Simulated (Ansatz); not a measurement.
System: HGeOF, charge 0, singlet. HGeOF (SMILES [OH][Ge][F]).
B3LYP-D3(BJ)/def2-TZVP minimum from Ansatz (a first-principles code):
```xyz
4

Ge     0.0917    -0.0482     0.4117
F      0.2695     1.3705    -0.6176
O     -0.5725    -1.0995    -0.8782
H     -0.7799    -1.9972    -0.5923
```
Charge 0, spin multiplicity 1.

Hartree-Fock and CCSD(T) correlation energies in hartree (Ansatz). Open shells are spin-unrestricted; no spin-orbit coupling. Cores are frozen in correlated methods (noble-gas shells, and filled d and f shells in the p block). No relativity.

```csv
basis,X,E(HF),"E(corr, CCSD(T))"
cc-pVTZ,3,-2250.42340,-0.62278
cc-pVQZ,4,-2250.44434,-0.67170
cc-pV5Z,5,-2250.44881,withheld
```

### Question
Fit E(corr) = E∞ + A/X³ to X = 3 and 4, predict X = 5, and compare with the run.

### Answer
A = (-0.62278 - (-0.67170))/(1/27 - 1/64) = 2.2847; E∞ = -0.67170 - A/64 = -0.70740; at X = 5, E∞ + A/125 = -0.68912. The run gave -0.68985, 0.73 mEh below the prediction. The same form on X = 4 and 5 gives E∞ = -0.70889, 1.49 mEh below the first estimate.
